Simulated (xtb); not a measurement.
Cl2Pb, singlet, from a rough starting geometry (GFN-xTB shapes and energies of metal compounds can be far from the true ones); GFN2-xTB run with xtb.

Here is a job for xtb.
```
$ xtb mol.xyz --gfn 2 --opt vtight --json

# file mol.xyz
3

Pb     0.00786875    -0.01893436     1.08340280
Cl     1.28445079     1.46497378    -0.51919570
Cl    -1.27758513    -1.37638441    -0.52719608
```

What the program printed (banner, timings and long lists left out):

```
   ID    Z sym.   atoms
    1   82 Pb     1
    2   17 Cl     2, 3

           -------------------------------------------------
          |                Calculation Setup                |
           -------------------------------------------------

           -------------------------------------------------
          |                 G F N 2 - x T B                 |
           -------------------------------------------------

          ...................................................
          :                      SETUP                      :
          :.................................................:
          :  # basis functions                  24          :
          :  # atomic orbitals                  22          :
          :  # shells                            8          :
          :  # electrons                        18          :
          :  max. iterations                   250          :
          :  Hamiltonian                  GFN2-xTB          :
          :  restarted?                      false          :
          :  GBSA solvation                  false          :
          :  PC potential                    false          :
          :  electronic temp.          300.0000000     K    :
          :  accuracy                    1.0000000          :
          :  -> integral cutoff          0.2500000E+02      :
          :  -> integral neglect         0.1000000E-07      :
          :  -> SCF convergence          0.1000000E-05 Eh   :
          :  -> wf. convergence          0.1000000E-03 e    :
          :  Broyden damping             0.4000000          :
          :  net charge                          0          :
          :  unpaired electrons                  0          :
          ...................................................

 iter      E             dE          RMSdq      gap      omega  full diag
   1    -11.4542910 -0.114543E+02  0.973E+00    4.36       0.0  T
   2    -11.4938709 -0.395799E-01  0.493E+00    2.72       1.0  T
   3    -11.4941155 -0.244630E-03  0.224E+00    2.57       1.0  T
   4    -11.4941816 -0.660445E-04  0.443E-01    2.63       1.0  T
   5    -11.4942318 -0.501880E-04  0.163E-01    2.59       1.0  T
   6    -11.4942415 -0.973961E-05  0.121E-01    2.61       1.0  T
   7    -11.4942490 -0.744812E-05  0.977E-02    2.59       1.0  T
   8    -11.4942516 -0.261849E-05  0.122E-02    2.60       4.7  T
   9    -11.4942516 -0.499522E-07  0.668E-03    2.60       8.6  T
[...]
         :: total energy             -11.493600905009 Eh    ::
 * total energy  :   -11.4936009 Eh     change       -0.2468603E-09 Eh
 * total energy  :   -11.4922199 Eh     change        0.1380976E-02 Eh
 * total energy  :   -11.4939082 Eh     change       -0.1688265E-02 Eh
 * total energy  :   -11.4938818 Eh     change        0.2639283E-04 Eh
 * total energy  :   -11.4939291 Eh     change       -0.4729089E-04 Eh
 * total energy  :   -11.4939291 Eh     change       -0.2060882E-07 Eh
   *** GEOMETRY OPTIMIZATION CONVERGED AFTER 6 ITERATIONS ***
         :: total energy             -11.493929113129 Eh    ::
[...]
        17                          0.0447852               1.2187
        18                          0.0448888               1.2215
        19                          0.0453007               1.2327
        20                          0.0459819               1.2512
       ...                                ...                  ...
        22                          0.0641608               1.7459
      -------------------------------------------------------------
                  HL-Gap            0.0993304 Eh            2.7029 eV
             Fermi-level           -0.3648540 Eh           -9.9282 eV

     #   Z          covCN         q      C6AA      α(0)
     1  82 Pb       1.687     0.779   421.693    42.905
     2  17 Cl       0.843    -0.390   111.758    16.172
     3  17 Cl       0.843    -0.390   111.758    16.173

 Mol. C6AA /au·bohr⁶  :       1710.714116
 Mol. C8AA /au·bohr⁸  :     153844.701224
 Mol. α(0) /au        :         75.249600

Wiberg/Mayer (AO) data.
largest (>0.10) Wiberg bond orders for each atom

 ---------------------------------------------------------------------------
     #   Z sym  total        # sym  WBO       # sym  WBO       # sym  WBO
 ---------------------------------------------------------------------------
     1  82 Pb   1.942 --     2 Cl   0.971     3 Cl   0.971
     2  17 Cl   1.037 --     1 Pb   0.971
     3  17 Cl   1.037 --     1 Pb   0.971
 ---------------------------------------------------------------------------

Topologies differ in total number of bonds
Writing topology from bond orders to xtbtopo.mol

molecular dipole:
                 x           y           z       tot (Debye)
 q only:        0.038      -0.056       2.328
   full:        0.040      -0.058       2.410       6.127
molecular quadrupole (traceless):
                xx          xy          yy          xz          yz          zz
 q only:       -2.969      -7.587      -4.545       0.021      -0.010       7.513
  q+dip:       -3.799      -8.302      -5.523       0.049      -0.060       9.322
   full:       -3.344      -9.058      -5.225       0.011      -0.022       8.568

optimized geometry written to: xtbopt.xyz

           -------------------------------------------------
          | TOTAL ENERGY              -11.493929113129 Eh   |
          | GRADIENT NORM               0.000037574390 Eh/α |
          | HOMO-LUMO GAP               2.702917736167 eV   |
           -------------------------------------------------

normal termination of xtb
```
